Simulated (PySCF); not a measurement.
# Dipole response of Cr²⁺ (chromium, charge +2)

[Ar] 3d4, high-spin 5D determinant. Calculation: PySCF 2.14, in x2c-QZVPPall with one added diffuse shell each of s, p, d, f, g type (12s8p6d4f3g, 121 functions); scalar relativity by spin-free X2C-1e. Coupled (time-dependent) response in atomic units; α is the mean over directions.

```tsv
method	mean α (bohr³)	α xx, yy, zz	C₆ (like pair)	S(−4)
TPSS	4.576	4.250, 4.250, 5.229	13.71	14.44
```

S(−4) is the Cauchy moment in α(ω) = α(0) + S(−4) ω² + …

α(iu) at TPSS:

```
u (hartree)  α(iu) (bohr³)
          0          4.576
     0.0500          4.541
      0.100          4.440
      0.200          4.108
      0.300          3.717
      0.500          3.031
      0.750          2.426
       1.00          2.002
       1.50          1.436
       2.00          1.075
       3.00         0.6596
       5.00         0.3172
```

For an ion, C₆ is the dispersion term alone; charge-induced terms of lower order in 1/R come first.

The components differ because the open shell of this determinant is not spherical; for a pure term their mean is the scalar polarisability.
